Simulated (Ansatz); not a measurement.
C$_{2}$H$_{4}$Br (SMILES [Br-].C=C) (charge -1), closed shell: a relaxation.

Input (in.yaml):

```yaml
crystal:
  periodic: [false, false, false]
  atoms:
    - {symbol: Br, position_ang: [0.203292, -0.347532, -3.552290]}
    - {symbol: C, position_ang: [0.426379, 0.012515, 1.079761]}
    - {symbol: C, position_ang: [-0.491726, 0.100740, 0.103717]}
    - {symbol: H, position_ang: [1.480251, -0.206826, 0.845258]}
    - {symbol: H, position_ang: [0.172039, 0.155136, 2.143148]}
    - {symbol: H, position_ang: [-1.543830, 0.323687, 0.350313]}
    - {symbol: H, position_ang: [-0.246504, -0.037620, -0.970006]}
basis:
  gaussian: {orbitals: def2-TZVPD}
total_charge: -1
hamiltonian: {xc: pbe0, dispersion: d4}
relax: {f_tol: 0.005, max_steps: 200}
```

Launched with

```bash
ansatz run in.yaml --threads 4 --pin off --events-out ev --progress --plain --max-ram 9574MiB
```

The run's output (Ansatz 0.2.0):

```
Functional definition: PBE0
  name "PBE0"
  cite "Adamo & Barone, J. Chem. Phys. 110, 6158 (1999) doi:10.1063/1.478522"
  cite "Perdew, Burke & Ernzerhof, Phys. Rev. Lett. 77, 3865 (1996) doi:10.1103/PhysRevLett.77.3865"
  parent pbe
  parameter a = 0.25
  parameter kappa = 0.804
  parameter beta = 0.06672455060314922
  exchange = (1 - a)*pbe_x(kappa = kappa, mu = beta*pi^2/3) + a*exact_x
  correlation = pbe_c(beta = beta)
1024 factors; their error is unknown
mean field evaluation 1: about -72175.1984 eV, gradient 2.5e1 eV
mean field evaluation 2: about -72175.2279 eV, gradient 2.4e1 eV
mean field evaluation 4: about -72176.7330 eV, gradient 4.6e-1 eV
mean field evaluation 8: about -72177.0417 eV, gradient 8.6e-2 eV
mean field -72177.04166312 eV, -2652.4573577638 hartree, gradient 4.9e-5 eV, S^2 0.000000; 0 other end points of the search recorded, 0 dependent functions left out
the calculation of the forces begins
reference -72177.04170183 eV, -2652.4573591862 hartree; 26, 26 occupied and 141, 141 virtual orbitals, 1024 factors
relax step   1: F+E_penalty+E_count = -72177.11530664 eV  Δ(F+E_penalty+E_count) = +0.000e0 eV  max|allowed force component| = 5.395e-1 eV/Å  Δτ_max = 0.0000 Å  (26 SCF iters, accepted)
relax step   2: F+E_penalty+E_count = -72177.14042665 eV  Δ(F+E_penalty+E_count) = -2.512e-2 eV  max|allowed force component| = 1.763e-1 eV/Å  Δτ_max = 0.0196 Å  (30 SCF iters, accepted)
relax step   3: F+E_penalty+E_count = -72177.13947805 eV  Δ(F+E_penalty+E_count) = +9.486e-4 eV  max|allowed force component| = 2.022e-1 eV/Å  Δτ_max = 0.0234 Å  (30 SCF iters, rejected (line search))
relax step   4: F+E_penalty+E_count = -72177.14255872 eV  Δ(F+E_penalty+E_count) = -2.132e-3 eV  max|allowed force component| = 2.802e-2 eV/Å  Δτ_max = 0.0103 Å  (31 SCF iters, accepted)
relax step   5: F+E_penalty+E_count = -72177.14276353 eV  Δ(F+E_penalty+E_count) = -2.048e-4 eV  max|allowed force component| = 1.212e-2 eV/Å  Δτ_max = 0.0110 Å  (31 SCF iters, accepted)
relax step   6: F+E_penalty+E_count = -72177.14286817 eV  Δ(F+E_penalty+E_count) = -1.046e-4 eV  max|allowed force component| = 6.447e-3 eV/Å  Δτ_max = 0.0115 Å  (30 SCF iters, accepted)
relax step   7: F+E_penalty+E_count = -72177.14291292 eV  Δ(F+E_penalty+E_count) = -4.474e-5 eV  max|allowed force component| = 3.360e-3 eV/Å  Δτ_max = 0.0101 Å  (30 SCF iters, accepted)
relax step   8: F+E_penalty+E_count = -72177.14294301 eV  Δ(F+E_penalty+E_count) = -3.009e-5 eV  max|allowed force component| = 7.888e-3 eV/Å  Δτ_max = 0.0163 Å  (29 SCF iters, accepted)
relax step   9: F+E_penalty+E_count = -72177.14295509 eV  Δ(F+E_penalty+E_count) = -1.209e-5 eV  max|allowed force component| = 4.461e-3 eV/Å  Δτ_max = 0.0109 Å  (30 SCF iters, accepted)
relax step  10: F+E_penalty+E_count = -72177.14295371 eV  Δ(F+E_penalty+E_count) = +1.384e-6 eV  max|allowed force component| = 1.006e-2 eV/Å  Δτ_max = 0.0079 Å  (31 SCF iters, rejected (line search))
relax step  11: F+E_penalty+E_count = -72177.14295837 eV  Δ(F+E_penalty+E_count) = -3.272e-6 eV  max|allowed force component| = 2.796e-3 eV/Å  Δτ_max = 0.0038 Å  (31 SCF iters, accepted)
Total energy: -72177.14299701 eV, -2652.4610817153 hartree
Atom 0 at     0.266937    -0.359588    -3.547158 Å, force     0.000041    -0.000024     0.000134 eV/Å
Atom 1 at     0.421759     0.012621     1.059409 Å, force    -0.000611    -0.002796     0.000674 eV/Å
Atom 2 at    -0.510329     0.107492     0.122116 Å, force    -0.000297    -0.000221     0.000171 eV/Å
Atom 3 at     1.453133    -0.205937     0.799468 Å, force     0.000186     0.001394    -0.000309 eV/Å
Atom 4 at     0.199645     0.146345     2.115316 Å, force     0.000375     0.000801    -0.000084 eV/Å
Atom 5 at    -1.541562     0.326013     0.389802 Å, force     0.000192     0.000675    -0.000113 eV/Å
Atom 6 at    -0.289682    -0.026846    -0.939052 Å, force     0.000114     0.000172    -0.000472 eV/Å
Dipole moment:    -0.100508     0.104059     0.977381 e Å

[the SCF lines of later steps are left out]
```

The lines “mean field evaluation” count trial sets of orbitals through the whole run, from several starts and some on an approximate energy, so they need not fall steadily or lie above the final value.

The run took about 8.5 s on 4 CPU threads of an AMD EPYC 9R45 (shared host).
